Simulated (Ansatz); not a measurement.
**Molecular dynamics of CH7BN2**

The input (input.yaml):

```yaml
crystal:
  periodic: [false, false, false]
  atoms:
    - { symbol: B, position_ang: [-0.007774, 0.003453, -0.04576] }
    - { symbol: C, position_ang: [-0.009731, 0.038996, 1.542491] }
    - { symbol: H, position_ang: [-1.022008, 0.077752, 1.973393] }
    - { symbol: H, position_ang: [0.484317, -0.860936, 1.946951] }
    - { symbol: H, position_ang: [0.548829, 0.906736, 1.929494] }
    - { symbol: "N", position_ang: [1.209352, 0.211883, -0.744394] }
    - { symbol: H, position_ang: [1.29912, 0.185161, -1.750129] }
    - { symbol: H, position_ang: [2.078723, 0.39811, -0.267599] }
    - { symbol: "N", position_ang: [-1.21128, -0.251054, -0.750104] }
    - { symbol: H, position_ang: [-2.088858, -0.402144, -0.276401] }
    - { symbol: H, position_ang: [-1.28069, -0.307956, -1.756442] }
basis:
  gaussian: { orbitals: def2-SVP }
hamiltonian:
  xc: pbe0
  dispersion: d4
md:
  timestep: 1.0
  n_steps: 150
  ensemble: nvt_nose_hoover
  temperature: 400.0
  initial_velocities: maxwell_boltzmann
  seed: 762494
  nose_hoover: { tau: 100.0, chain_length: 3 }
```

Command:

```bash
$ ansatz run input.yaml --threads 1 --pin off --max-ram 2048MiB --backend cpu --events-out ev --progress --plain --runs-dir out
```

It starts from a relaxed structure.

Output, in part (step lines, the closing report, with atoms numbered from 0):

```
md step     0: t =     0.00 fs  T =   400.0 K  F+E_penalty+E_count = -4801.01242405 eV  E_kin = 0.465336 eV  conserved = -4800.54708805 eV  (23 SCF iters)
[... lines left out ...]
Total energy: -4800.69162934 eV, -176.4221633526 hartree
Atom 0 at    -0.016494    -0.018072    -0.013956 Å, force    -0.743962    -0.322484    -1.241705 eV/Å
Atom 1 at     0.016481     0.044630     1.562732 Å, force     1.079144     1.001474     0.422304 eV/Å
Atom 2 at     1.051058    -0.234399     1.949817 Å, force    -1.116544     0.217890    -0.263950 eV/Å
Atom 3 at    -0.131851     1.135428     1.831801 Å, force     0.202021    -0.777043    -0.145453 eV/Å
Atom 4 at    -0.742451    -0.489382     2.130111 Å, force    -0.272787    -0.414501     0.069390 eV/Å
Atom 5 at     1.201929     0.025683    -0.722306 Å, force     0.317279     0.259764    -2.410931 eV/Å
Atom 6 at     1.202416     0.112836    -1.797270 Å, force     0.269092    -0.390601     2.588377 eV/Å
Atom 7 at     2.082186    -0.232120    -0.295710 Å, force     0.039322     0.224639    -0.238776 eV/Å
Atom 8 at    -1.228285    -0.078222    -0.811653 Å, force     1.135803    -0.020598     2.493424 eV/Å
Atom 9 at    -2.069337    -0.027817    -0.262391 Å, force    -0.575008     0.127149    -0.546136 eV/Å
Atom 10 at    -1.251962     0.081626    -1.791006 Å, force    -0.334361     0.094310    -0.726544 eV/Å
Dipole moment:     0.017901     0.038169    -0.221898 e Å
```

The steps, from the saved trajectory:

```
time (fs)  T (K)  potential energy less start (eV)  conserved less start (meV/atom)
        0    400                             0.000                             0.00
        5    219                             0.217                             0.59
       10    177                             0.267                             0.61
       15    167                             0.284                             1.02
       20    229                             0.216                             1.17
       25    157                             0.301                             1.08
       30    176                             0.277                             0.68
       35    291                             0.147                             0.60
       40    300                             0.141                             0.43
       45    189                             0.276                             0.51
       50    200                             0.270                             0.75
       55    298                             0.164                             0.79
       60    252                             0.229                             0.97
       65    153                             0.352                             0.98
       70    240                             0.257                             0.93
       75    336                             0.155                             0.73
       80    274                             0.238                             0.66
       85    215                             0.315                             0.56
       90    320                             0.203                             0.52
       95    346                             0.188                             0.56
      100    227                             0.340                             0.70
      105    260                             0.317                             1.13
      110    353                             0.226                             1.34
      115    360                             0.235                             1.27
      120    194                             0.441                             1.42
      125    282                             0.344                             1.01
      130    370                             0.246                             0.37
      135    380                             0.247                             0.39
      140    270                             0.390                             0.87
      145    419                             0.223                             0.56
      150    353                             0.321                             1.43
```

The run went to its last step. The conserved energy stayed within 1.8 meV per atom of its start (net change 1.4 meV per atom), so the integration is sound. The mean temperature of the second half is 24 % below the set value. A run of 0.15 ps of so small a system gives no equilibrium averages.

The same pairs are bonded in the first frame and the last. Pairs count as bonded within 1.25 times the sum of covalent radii (0.12 Å more for H–H).

Last frame:

```xyz
11
Properties=species:S:1:pos:R:3
B -0.017 -0.018 -0.014
C 0.017 0.045 1.563
H 1.051 -0.234 1.950
H -0.132 1.135 1.832
H -0.743 -0.489 2.130
N 1.202 0.026 -0.722
H 1.202 0.113 -1.797
H 2.082 -0.232 -0.296
N -1.228 -0.078 -0.812
H -2.069 -0.028 -0.262
H -1.252 0.082 -1.791
```

Time of the run: 8.1 min on 1 thread of Arm Neoverse V1 (shared host), peak memory 0.17 GiB.
